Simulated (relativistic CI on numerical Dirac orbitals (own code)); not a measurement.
**Hyperfine structure of Ta25+, mass number 181**

Computed by Dirac-Coulomb-Breit CI, orbitals from a KLI potential per configuration, QED by a radiative potential, unscaled Slater integrals (own radial code, finite nucleus).

Configuration list (outside the closed core [Ar] 3d10): 4s2 4p6 4d10 4f2, 4s2 4p6 4d10 4f 5s, 4s2 4p6 4d9 4f3, 4s2 4p6 4d10 5s2, 4s2 4p6 4d10 4f 5p, 4s2 4p6 4d10 5s 5p, 4s2 4p5 4d10 4f3, 4s2 4p6 4d10 4f 5d, 4s2 4p6 4d10 5p2, 4s2 4p6 4d10 5s 5d, 4s2 4p6 4d10 5p 5d, 4s2 4p6 4d9 4f2 5s, 4s2 4p6 4d9 4f 5s2, 4s2 4p6 4d10 4f 5f, 4s 4p6 4d10 4f3, 4s2 4p6 4d9 4f 5s 5p. Levels of other configurations are missing.

Nuclear spin I = 7/2, μ = 2.365 μN, Q = 3.17 b (tables of Stone and Pyykkö). The electronic factors are computed for point nuclear moments, without core polarisation or the Bohr-Weisskopf and QED corrections.

| Level | E (eV) | A (MHz) | B (MHz) |
| --- | --- | --- | --- |
| 4s2 4p6 4d10 4f2 3H_4 | 0.0000 | 2616 | 11800 |
| 4s2 4p6 4d10 4f2 3F_2 | 2.3189 | 2600 | -4530 |
| 4s2 4p6 4d10 4f2 3H_5 | 2.8156 | 1872 | 13000 |
| 4s2 4p6 4d10 4f2 3F_3 | 4.4409 | 1663 | -3830 |
| 4s2 4p6 4d10 4f2 3H_6 | 5.2549 | 1525 | 15100 |
| 4s2 4p6 4d10 4f2 3F_4 | 7.7378 | 1422 | -1210 |
| 4s2 4p6 4d10 4f2 1D_2 | 8.5514 | 1523 | -7420 |
| 4s2 4p6 4d10 4f2 3P_1 | 10.4146 | -93.22 | 4320 |

Levels with J = 0, under 50 % of one LS term, or S terms without an open s electron are left out. Small factors come from cancelling terms and can be off by tens of per cent or more.

At this charge energies of transitions that change n are usually good to better than 1 %, and those within a shell (Δn = 0) to a few per cent. Terms inside the open d or f shell come out 10 to 20 % too wide with unscaled integrals.

**Question.** Give the hyperfine levels of 4s2 4p6 4d10 4f2 3H_4 relative to its centre of gravity.

**Answer.** With K = F(F + 1) − I(I + 1) − J(J + 1), E = AK/2 + B[¾K(K + 1) − I(I + 1)J(J + 1)]/[2I(2I − 1)J(2J − 1)]: F = 1/2: -40010, F = 3/2: -37570, F = 5/2: -33200, F = 7/2: -26460, F = 9/2: -16710, F = 11/2: -3149, F = 13/2: 15220, F = 15/2: 39560 MHz.

LS names give the leading component of a level, which can be under half, so a name can repeat, a term be missing and a line seem to break the LS rules.
